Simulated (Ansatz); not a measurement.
```xyz
3

O    -0.0173   -0.0309   -0.1549
H    -0.0443    0.7473    0.5008
H     0.0490   -0.7606    0.4864
```

Basis set: STO-3G (spherical functions). Frozen core: 1 orbital. Charge 0, multiplicity 1.

Computed with Ansatz (development build ahead of 0.2.0); each method stands on the lowest determinant of its kind that the runs found. Restricted open shells among the atoms or ions are ROHF, correlated in semicanonical orbitals with singles.

Problem. Give the atomization energy at this shape (free ground-state atoms in the same class of orbitals less the molecule, no zero-point energy) of singlet H₂O by RHF-MP2, RHF.

Solution.

| method | atomization energy |
| --- | --- |
| RHF-MP2 | 7.26 eV |
| RHF | 6.18 eV |

This basis has no polarisation functions and is too small for such energies, which can lie far from measured ones in either direction.
